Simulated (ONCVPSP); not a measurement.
## W (Z = 74): one change to an ONCV potential, before and after

* Element: W
* Generator: ONCVPSP 4.0.1
* Type: optimised norm-conserving Vanderbilt (ONCV)
* Functional: PBE
* Relativity: scalar-relativistic
* Frozen core: [Kr] 4d10 4f14
* Valence charge: 14
* Reference configuration: 5s2 5p6 5d4 6s2
* Partial waves: 5s+6s: rc 2.00 bohr, ncon 4, nbas 7, qcut 6.2 1/bohr, 2 projectors; 5p: rc 1.90 bohr, ncon 4, nbas 7, qcut 8.5 1/bohr, 3 projectors, debl 0.4 Ha; 5d: rc 2.70 bohr, ncon 4, nbas 7, qcut 4.8 1/bohr, 2 projectors, debl 3.6 Ha
* Local potential: polynomial inside 1.50 bohr (lpopt 5, dvloc0 -1 Ha)
* Core correction: Teter function, fcfact 5.75, rcfact 1.7

In the p channel the program set the typed energies aside and used -1.588, 0.250, 0.650 Ha.

Change: s: qcut 9; p: qcut 12.3; d: qcut 7.

Cutoffs: the cutoffs (Ha) at which the residual kinetic energy of the hardest occupied pseudo-wave falls to 1 and 0.1 mHa per electron; they do not see the model core or the augmentation charge, which bear on the density cutoff. Errors are all-electron minus pseudo energies relative to the spin-unpolarised reference configuration.

**Question.** Predict the effect on cutoff, ghosts and configuration errors.

**Answer.** The potential gets harder (16 Ha and 23 Ha → 29 Ha and 35 Ha); of the 4 tests that both files solve, the error grows in 0 and shrinks in 1 by more than 15 % and 0.3 meV (median size 47.1 → 38.4 meV); the range in which the d phases agree widens (upper end 0.9 → 4.7); neither file shows a bound ghost.

```csv
quantity,base,changed
"cutoff, loose",16 Ha,29 Ha
"cutoff, tight",23 Ha,35 Ha
loose cutoff by channel,"s 13 Ha, p 16 Ha, d 9.7 Ha","s 19 Ha, p 29 Ha, d 13 Ha"
bound ghosts,none,none
GHOST(+) flags under 300 eV,s at 149.5 eV,"d at 164.3 eV, s at 218.4 eV"
"error for 5s2 5p6 5d4 6s1, meV [ΔE 8.88 eV]",-10,-9.3
"error for 5s2 5p6 5d4 6s0, meV [ΔE 24.56 eV]",-60,-48
"error for 5s2 5p6 5d3 6s0, meV [ΔE 49.95 eV]",-132,-118
"error for 5s2 5p6 5d4 6s0 6p1, meV [ΔE 14.34 eV]",-34,-29
s: phases at 2.02 bohr within 0.05 rad from the reference energy up to (Ha; the scan ends near 5),4.2,to the end of the scan
p: phases at 1.93 bohr within 0.05 rad from the reference energy up to (Ha; the scan ends near 5),to the end of the scan,to the end of the scan
d: phases at 2.75 bohr within 0.05 rad from the reference energy up to (Ha; the scan ends near 5),0.9,4.7
"rms error of d²Exc/dni dnj with the model core, mHa",4.33,4.33
```
